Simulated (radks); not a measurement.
Tl2+, configuration [Xe] 4f14 5d9.5 6s1 6p0.5 (fractional occupations, a model configuration).

All-electron calculation, Dirac Kohn-Sham, BLYP, spin-unpolarised, spherical densities, point nucleus; open shells fill j = l - 1/2 first. Program: a radial shooting solver on a logarithmic mesh with Libxc functionals.

Energy parts (eV):
| part | energy |
|---|---|
| total | -552083.42 |
| kinetic | 640054.74 |
| electron-nucleus | -1393748.67 |
| Hartree | 212015.31 |
| exchange-correlation | -10404.81 |

Orbitals (lengths in bohr, moments of r in powers of bohr):
| orbital | occ. | eigenvalue (eV) | <1/r> | <r^2> | small-component weight |
|---|---|---|---|---|---|
| 1s1/2 | 2 | -85519.05 | 99.55 | 0.0003686 | 9.53e-02 |
| 2s1/2 | 2 | -15230.31 | 24.56 | 0.005545 | 2.19e-02 |
| 2p1/2 | 2 | -14618.62 | 24.49 | 0.003911 | 2.20e-02 |
| 2p3/2 | 4 | -12552.02 | 19.69 | 0.005095 | 1.94e-02 |
| 3s1/2 | 2 | -3650.276 | 9.006 | 0.03596 | 7.36e-03 |
| 3p1/2 | 2 | -3374.937 | 8.914 | 0.03272 | 7.30e-03 |
| 3p3/2 | 4 | -2915.505 | 7.658 | 0.03909 | 6.55e-03 |
| 3d3/2 | 4 | -2462.056 | 7.558 | 0.02987 | 6.44e-03 |
| 3d5/2 | 6 | -2363.960 | 7.276 | 0.03159 | 6.24e-03 |
| 4s1/2 | 2 | -830.3208 | 3.820 | 0.1731 | 2.52e-03 |
| 4p1/2 | 2 | -711.7976 | 3.709 | 0.1760 | 2.42e-03 |
| 4p3/2 | 4 | -600.0574 | 3.274 | 0.2078 | 2.13e-03 |
| 4d3/2 | 4 | -406.8942 | 3.075 | 0.2171 | 1.93e-03 |
| 4d5/2 | 6 | -386.0555 | 2.976 | 0.2282 | 1.86e-03 |
| 4f5/2 | 6 | -136.6746 | 2.625 | 0.2593 | 1.49e-03 |
| 4f7/2 | 8 | -132.0740 | 2.587 | 0.2666 | 1.46e-03 |
| 5s1/2 | 2 | -151.0296 | 1.574 | 0.8614 | 6.65e-04 |
| 5p1/2 | 2 | -111.1887 | 1.450 | 0.9960 | 5.78e-04 |
| 5p3/2 | 4 | -90.8013 | 1.290 | 1.204 | 4.88e-04 |
| 5d3/2 | 4 | -36.3921 | 0.9944 | 2.028 | 3.00e-04 |
| 5d5/2 | 5.5 | -34.0812 | 0.9568 | 2.179 | 2.81e-04 |
| 6s1/2 | 1 | -26.4963 | 0.5697 | 5.677 | 1.07e-04 |
| 6p1/2 | 0.5 | -18.4123 | 0.4729 | 8.069 | 7.34e-05 |
| 6p3/2 | 0 | -16.3677 | 0.4260 | 9.728 | 6.11e-05 |
| 6d3/2 | 0 | -8.1922 | 0.2781 | 22.62 | 2.84e-05 |
| 6d5/2 | 0 | -8.0239 | 0.2729 | 23.58 | 2.79e-05 |
| 7s1/2 | 0 | -9.1954 | 0.2532 | 28.63 | 2.72e-05 |

The highest occupied level is 6p1/2 at -18.412 eV. Summed over all electrons, <r^2> = 46.44 bohr^2, which gives a Langevin (diamagnetic) susceptibility term of -36.8 x 10^-6 cm^3/mol. The density falls to 0.001 e/bohr^3 at r = 3.80 bohr.
